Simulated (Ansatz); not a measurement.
Consider the substitution at a C–Si bond: `[SiH3][SiH2][CH2][InH2]` + `[OH][GeH3]` → `[GeH3][O][CH2][InH2]` + `[SiH3][SiH3]`.

Isolated molecules relaxed with PBE0-D4/def2-TZVP in Ansatz; ΔE leaves out vibrations. CCSD(T)/CBS adds triple-zeta CCSD(T) − MP2 to the extrapolated MP2 energy (def2 sets, frozen cores). DFT in def2-TZVPP. B3LYP here is the variant with VWN-RPA as its local correlation; programs differ in this. def2 core potentials past Kr. For Ge, In outer-core shells are correlated without core-valence functions, which leaves a few kJ/mol of doubt a bond. Scalar relativity is left out up to krypton. Each species was taken in one conformer, which may not be the lowest.

`[SiH3][SiH2][CH2][InH2]`:

Z-matrix (Å, degrees):
```
Si
C 1 1.859
In 1 3.277 2 39.3
Si 1 2.342 2 104.3 3 -41.0
H 1 1.492 2 116.0 3 -164.0
H 1 1.491 2 110.3 3 73.1
H 2 1.092 1 111.4 3 118.7
H 2 1.093 1 110.8 3 -120.3
H 3 1.725 1 101.5 2 125.3
H 3 1.724 1 129.6 2 -81.9
H 4 1.515 1 103.5 2 40.1
H 4 1.488 1 113.7 2 -73.5
H 4 1.486 1 117.6 2 156.9
```

`[OH][GeH3]`:

Z-matrix (Å, degrees):
```
Ge
O 1 1.783
H 1 1.531 2 104.3
H 1 1.541 2 109.9 3 119.6
H 1 1.541 2 109.9 3 -119.6
H 2 0.959 1 112.7 3 180.0
```

`[GeH3][O][CH2][InH2]`:

```xyz
11

Ge   -1.978   -0.760    0.473
O    -0.437   -0.490   -0.385
C     0.483    0.400    0.217
In    2.273    0.574   -1.007
H    -1.671   -1.331    1.871
H    -2.760   -1.752   -0.395
H    -2.708    0.590    0.611
H     0.780    0.062    1.222
H     0.053    1.405    0.349
H     3.554    1.614   -0.475
H     2.411   -0.310   -2.481
```

`[SiH3][SiH3]`:

```xyz
8

Si    0.453   -1.074    0.094
Si   -0.453    1.074   -0.094
H     1.615   -1.225   -0.823
H     0.912   -1.319    1.488
H    -0.568   -2.097   -0.258
H    -0.909    1.321   -1.489
H     0.567    2.097    0.261
H    -1.617    1.224    0.820
```

```
             level  ΔE (kJ/mol)  difference from CCSD(T)/CBS
         revPBE-D4        113.2                        -17.6
         r2SCAN-D4        122.2                         -8.6
            B97M-V        121.0                         -9.8
        r2SCANh-D4        123.8                         -7.0
          BHLYP-D4        117.2                        -13.6
           ωB97X-V        114.5                        -16.3
          PBE-QIDH        127.4                         -3.4
            r2SCAN        120.8                        -10.0
             B3LYP        101.8                        -29.0
         CAM-B3LYP        104.6                        -26.2
           LC-ωPBE        119.0                        -11.8
       HF/def2-SVP         87.2                        -43.6
     HF/def2-TZVPP         99.1                        -31.7
    MP2/def2-TZVPP        132.9                          2.1
CCSD(T)/def2-TZVPP        122.1                         -8.7
    MP2/def2-QZVPP        138.0                          7.2
       CCSD(T)/CBS        130.8                            0
```

Largest T1 diagnostic among the species: 0.014.

From PBE to PBE0 (25 % exact exchange), in def2-TZVPP and without D4, ΔE moves by +6.2 kJ/mol. Leaving LDA and LC-ωPBE aside and taking each functional with its dispersion term where it has one, the values, not all of them listed here, spread over 22.8 kJ/mol, from BLYP-D4 to PBE-QIDH. LDA lies +10.3 kJ/mol from PBE without D4. In def2-TZVPP, CCSD(T) changes the Hartree–Fock value by +23.0 kJ/mol (the triples alone add +2.8 kJ/mol) and MP2 by +33.8 kJ/mol.

CCSD(T)/CBS has its own doubt, a few kJ/mol and more with outer-core shells, so smaller differences from it don't rank the levels.
